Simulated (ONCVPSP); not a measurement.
Configuration tests for silicon (ONCV)

```json
{
 "Element": "silicon",
 "Generator": "ONCVPSP 4.0.1",
 "Type": "optimised norm-conserving Vanderbilt (ONCV)",
 "Functional": "PBE",
 "Relativity": "scalar-relativistic",
 "Frozen core": "[Ne]",
 "Valence charge": "4",
 "Reference configuration": "3s2 3p2",
 "Partial waves": "3s: rc 1.90 bohr, ncon 3, nbas 7, qcut 4 1/bohr, 2 projectors, debl 3.9 Ha; 3p: rc 2.05 bohr, ncon 3, nbas 7, qcut 5 1/bohr, 2 projectors, debl 3.8 Ha; d scattering state at 0.1 Ha: rc 1.70 bohr, ncon 5, nbas 10, qcut 6.5 1/bohr, 2 projectors, debl 3.6 Ha",
 "Local potential": "polynomial inside 1.25 bohr (lpopt 5, dvloc0 1 Ha)",
 "Core correction": "Teter function, fcfact 5.75, rcfact 1.4"
}
```

Energies are relative to the spin-unpolarised reference configuration 3s2 3p2; without spin polarisation the order of configurations can differ from experiment.

Give the all-electron excitation energy and the error of the potential for: 3s2 3p1; 3s2 3p0; 3s1 3p0; 3s1 3p2.

```json
{"valence configuration": "3s2 3p1", "charge": "+1", "ΔE all-electron (eV)": "7.740", "error AE − PS (meV)": "+2.7"}
{"valence configuration": "3s2 3p0", "charge": "+2", "ΔE all-electron (eV)": "23.733", "error AE − PS (meV)": "+17"}
{"valence configuration": "3s1 3p0", "charge": "+3", "ΔE all-electron (eV)": "57.704", "error AE − PS (meV)": "+14"}
{"valence configuration": "3s1 3p2", "charge": "+1", "ΔE all-electron (eV)": "15.171", "error AE − PS (meV)": "-5.9"}
```

Levels in the configuration 3s2 3p1:

| level | all-electron (eV) | pseudo (eV) |
| --- | --- | --- |
| 3s | -19.034 | -19.027 |
| 3p | -11.656 | -11.648 |

Note: no bound ghost flagged; GHOST(+) flagged for s at 133.4 eV.
